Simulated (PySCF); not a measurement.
# Computed spin Hamiltonian

Species: C4H10NSi2 (doublet state).
Cartesian coordinates in Å at the GFN2-xTB level; atoms count from 1:
```
atom  x, y, z in Å
C1     3.108    0.393    0.046
C2     1.804    0.265    0.292
C3     1.067   -0.948    0.072
C4    -0.259   -1.148    0.165
N5    -1.274   -0.236    0.358
Si6   -2.705   -0.756    1.224
Si7   -1.212    1.437   -0.152
H8     3.682   -0.415   -0.376
H9     3.640    1.305    0.252
H10    1.260    1.097    0.719
H11    1.667   -1.818   -0.163
H12   -0.613   -2.171    0.079
H13   -3.876   -0.403    0.430
H14   -2.572   -2.180    1.510
H15   -2.579    1.763   -0.564
H16   -0.299    1.533   -1.284
H17   -0.846    2.294    0.979
```

The hyperfine couplings belong to this conformer and change with its torsions.

As a line formula: `C(=C/C=C)/N([SiH2])[SiH3]` [radical].

Computed with PySCF, UKS B3LYP, pcH-1 on C H N Si, non-relativistic, mean-field spin-orbit, GIAO. Isolated species at its GFN2-xTB geometry (one conformer only). The geometry wasn't refined by DFT: couplings that depend on bond lengths, twists or pyramidal angles can differ widely from those at the functional's own minimum, by a factor of two or more for some ions and for spin on atoms past the first row. The frame is twisted about the C4–N5 bond at this geometry (dihedral C3–C4–N5–Si7 = 29°); couplings at other torsion angles weren't computed. The SCF solution wasn't tested for stability.

| Property | Result |
| --- | --- |
| g1, g2, g3 | 2.00208, 2.00254, 2.00384 |
| g_iso | 2.00282 |
| Form of g | rhombic: the two nearest values differ by 26 % of g3 − g1 |
| ⟨S²⟩ | 0.7550 (exact 0.7500) |
| α and β electrons | 35, 34 |
| Total energy | -792.15900 Eh |
| Basis functions | 295 |

Hyperfine couplings atom by atom, in mT; T1 to T3 are the principal values of the dipolar part; ρ(0) is the spin density at the nucleus (MHz turned into mT with g_iso):

```
atom  isotope   a_iso  of which spin–orbit     T1     T2    T3  Mulliken spin population  ρ(0) (bohr⁻³)
  C1      13C    0.21                 0.00  -0.19  -0.19  0.38                      0.07         0.0053
  C2      13C   -0.23                 0.00  -0.17   0.07  0.10                     -0.04        -0.0057
  C3      13C    0.30                 0.00  -0.27  -0.25  0.52                      0.10         0.0075
  C4      13C    0.01                 0.00  -0.33   0.10  0.23                     -0.06         0.0003
  N5      14N    0.43                 0.00  -0.21  -0.19  0.40                      0.07         0.0370
 Si6     29Si  -17.41                 0.03  -5.19   2.55  2.64                      0.81         0.5503
 Si7     29Si    0.10                 0.00  -0.02  -0.01  0.03                     -0.01        -0.0030
  H8       1H   -0.15                 0.00  -0.07  -0.01  0.09                      0.00        -0.0010
  H9       1H   -0.16                 0.00  -0.09  -0.01  0.10                      0.00        -0.0010
 H10       1H    0.07                 0.00  -0.05  -0.04  0.10                      0.00         0.0004
 H11       1H   -0.22                 0.00  -0.12  -0.02  0.14                      0.00        -0.0014
 H12       1H    0.15                 0.00  -0.10  -0.08  0.18                      0.00         0.0009
 H13       1H    3.53                 0.00  -0.29   0.04  0.25                      0.04         0.0221
 H14       1H    1.60                 0.00  -0.29   0.00  0.29                      0.01         0.0100
 H15       1H    0.18                 0.00  -0.06  -0.05  0.12                      0.00         0.0011
 H16       1H   -0.07                 0.00  -0.04  -0.03  0.07                      0.00        -0.0004
 H17       1H   -0.02                 0.00  -0.07  -0.04  0.11                      0.00        -0.0002
```

The Mulliken spin populations are largest on Si6 (+0.81), C3 (+0.10), N5 (+0.07) and C1 (+0.07). Si6 is the only atom above +0.15. The angles at Si6 add up to 331.2°, so it is pyramidal.

Axes: g3 points within 13° of the N5–Si6 bond.

Under fast tumbling the dipolar parts average out, and these isotropic splittings remain (the largest six): 2 × 1H (H13/H14, I = 1/2, 3 lines) with 2.56 mT, 1 × 14N (N5, I = 1, 3 lines) with 0.43 mT, 1 × 1H (H11, I = 1/2, 2 lines) with 0.22 mT, 1 × 1H (H9, I = 1/2, 2 lines) with 0.16 mT, 1 × 1H (H8, I = 1/2, 2 lines) with 0.15 mT and 1 × 1H (H12, I = 1/2, 2 lines) with 0.15 mT.

Nuclei that the bonding pattern makes equivalent are averaged, as if the motion that swaps them (rotation, inversion, ring flip) were fast. The 1H value of +71.8 MHz is a mean of couplings from 44.7 to 98.9 MHz in this one geometry, not an average over conformers.

The 13C coupling of C3 (8.4 MHz) shows only in satellite lines or after enrichment, since that isotope makes up about 1.07 % of natural carbon.

The 29Si coupling of Si6 (-488.2 MHz) shows only in satellite lines or after enrichment, since that isotope makes up about 4.7 % of natural silicon.

The spin density at the nucleus, in bohr⁻³, is negative for C2 (-0.0057), Si7 (-0.0030) and H11 (-0.0014), for instance. A restricted open-shell determinant has no negative spin density anywhere; here it arises because α and β orbitals differ (spin polarisation).

Time: 1.7 min of wall time. Hardware: an Arm Neoverse V1 with one thread, no GPU, shared host.
